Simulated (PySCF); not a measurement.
C5H4FN.
Bonds: F1–C2, C2–C3 (aromatic), C3–C4 (aromatic), C4–N5 (aromatic), N5–C6 (aromatic), C6–C7 (aromatic), C2–C7 (aromatic). Hydrogens: H8 on C3; H9 on C4; H10 on C6; H11 on C7.

The same species was optimised twice, with GFN2-xTB and with PBE0-D3(BJ)/def2-SVP (PySCF), and the same property calculations (PySCF, gas phase) were run on both structures.

```tsv
coordinate	GFN2-xTB	PBE0-D3(BJ)/def2-SVP	change
F1–C2 (Å)	1.345	1.326	-0.019
C4–N5 (Å)	1.321	1.330	+0.009
N5–C6 (Å)	1.321	1.330	+0.009
C6–C7 (Å)	1.387	1.394	+0.007
C3–C4 (Å)	1.387	1.394	+0.007
C2–C7 (Å)	1.384	1.389	+0.005
C2–C3 (Å)	1.384	1.388	+0.004
C4–N5–C6 (°)	118.5	117.5	-1.0
N5–C6–C7 (°)	123.6	124.0	+0.4
C3–C2–C7 (°)	120.7	120.3	-0.4
F1–C2–C7 (°)	119.6	120.0	+0.4
C3–C4–N5 (°)	123.6	123.9	+0.3
C2–C3–C4 (°)	116.8	117.1	+0.3
C2–C7–C6 (°)	116.8	117.0	+0.2
F1–C2–C3 (°)	119.6	119.7	+0.1
```

Rotational constants: A = 6071, B = 2599, C = 1820 MHz (GFN2-xTB) against A = 6028, B = 2591, C = 1812 MHz (PBE0-D3(BJ)/def2-SVP). Point groups within 0.08 Å: C2v and C2v.

On the GFN2-xTB structure: HOMO (eV) -7.70 [PBE0/pcSseg-1]; LUMO (eV) -0.83 [PBE0/pcSseg-1]; dipole (D) 0.69 [PBE0/pcSseg-1]; GIAO shielding of F1 (ppm) 274.1 [PBE0/pcSseg-1]; GIAO shielding of C2 (ppm) 7.3 [PBE0/pcSseg-1]; GIAO shielding of C3/C7 (mean) (ppm) 70.3 [PBE0/pcSseg-1]; GIAO shielding of C4/C6 (mean) (ppm) 28.9 [PBE0/pcSseg-1]; GIAO shielding of N5 (ppm) -82.9 [PBE0/pcSseg-1].

Question: What do these properties become on the PBE0-D3(BJ)/def2-SVP structure?

Answer: 
```json
{"property": "HOMO (eV)", "level": "PBE0/pcSseg-1", "on GFN2-xTB": "-7.70", "on PBE0-D3(BJ)/def2-SVP": "-7.75", "change": "-0.05"}
{"property": "LUMO (eV)", "level": "PBE0/pcSseg-1", "on GFN2-xTB": "-0.83", "on PBE0-D3(BJ)/def2-SVP": "-0.85", "change": "-0.02"}
{"property": "dipole (D)", "level": "PBE0/pcSseg-1", "on GFN2-xTB": "0.69", "on PBE0-D3(BJ)/def2-SVP": "0.87", "change": "+0.18"}
{"property": "energy, GFN2-xTB geometry as zero (kcal/mol)", "level": "PBE0/pcSseg-1", "on GFN2-xTB": "0.0", "on PBE0-D3(BJ)/def2-SVP": "-0.3", "change": "-0.3"}
{"property": "GIAO shielding of F1 (ppm)", "level": "PBE0/pcSseg-1", "on GFN2-xTB": "274.1", "on PBE0-D3(BJ)/def2-SVP": "276.6", "change": "+2.5"}
{"property": "GIAO shielding of C2 (ppm)", "level": "PBE0/pcSseg-1", "on GFN2-xTB": "7.3", "on PBE0-D3(BJ)/def2-SVP": "8.2", "change": "+0.9"}
{"property": "GIAO shielding of C3/C7 (mean) (ppm)", "level": "PBE0/pcSseg-1", "on GFN2-xTB": "70.3", "on PBE0-D3(BJ)/def2-SVP": "68.4", "change": "-1.9"}
{"property": "GIAO shielding of C4/C6 (mean) (ppm)", "level": "PBE0/pcSseg-1", "on GFN2-xTB": "28.9", "on PBE0-D3(BJ)/def2-SVP": "26.3", "change": "-2.6"}
{"property": "GIAO shielding of N5 (ppm)", "level": "PBE0/pcSseg-1", "on GFN2-xTB": "-82.9", "on PBE0-D3(BJ)/def2-SVP": "-85.5", "change": "-2.6"}
```

The heavy atoms differ by 0.009 Å rms after alignment. Among bonds between heavy atoms F1–C2 changes most (-0.019 Å). Changes are differences of the printed values. Neither structure is proved a minimum here.
